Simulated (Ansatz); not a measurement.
Consider the ligand exchange at a B–C bond: `B/C=C1\O[SiH2]1` + `C=C(S)Cl` → `BSC(=C)Cl` + `C=C1O[SiH2]1`.

Calculated with Ansatz (gas phase, PBE0-D4/def2-TZVP geometries, no zero-point term in ΔE). CCSD(T)/CBS is the MP2 limit (def2-TZVPP, def2-QZVPP) plus CCSD(T) − MP2 in def2-TZVPP, frozen cores. DFT in def2-TZVPP. HSE06 is defined as in plane-wave codes. Each species was taken in one conformer, which may not be the lowest.

| level | ΔE (kJ/mol) |
| --- | --- |
| PBE-D4 | -59.2 |
| B97M-V | -56.1 |
| r2SCANh-D4 | -57.8 |
| BHLYP-D4 | -53.8 |
| ωB97M-V | -55.3 |
| PBE-QIDH | -57.8 |
| HSE06 | -56.9 |
| SCS-MP2/def2-QZVPP | -56.5 |

What does CCSD(T)/CBS give? (An estimate is asked.)

Ansatz gave: -59.8 kJ/mol. The listed levels differ from it by 0.6, 3.7, 2.0, 6.0, 4.5, 2.0, 2.9, 3.3 kJ/mol.

What do rigid-rotor, harmonic-oscillator terms from PBE0-D4/def2-TZVP frequencies (298.15 K, 1 bar) make of the CCSD(T)/CBS value? (An estimate is asked.)

Computed: ΔZPE = +5.2 kJ/mol, ΔH = -55.2 kJ/mol, ΔS = 2 J/(mol·K), ΔG = -55.8 kJ/mol. Modes under 50 cm⁻¹ make the entropy rough.

Largest T1 diagnostic among the species: 0.016.

In def2-TZVPP, CCSD(T) changes the Hartree–Fock value by −13.0 kJ/mol (the triples alone add −2.0 kJ/mol) and MP2 by −13.0 kJ/mol. Leaving LDA and LC-ωPBE aside and taking each functional with its dispersion term where it has one, the values spread over 5.3 kJ/mol, from PBE-D4 to BHLYP-D4. LDA lies −4.2 kJ/mol from PBE without D4.
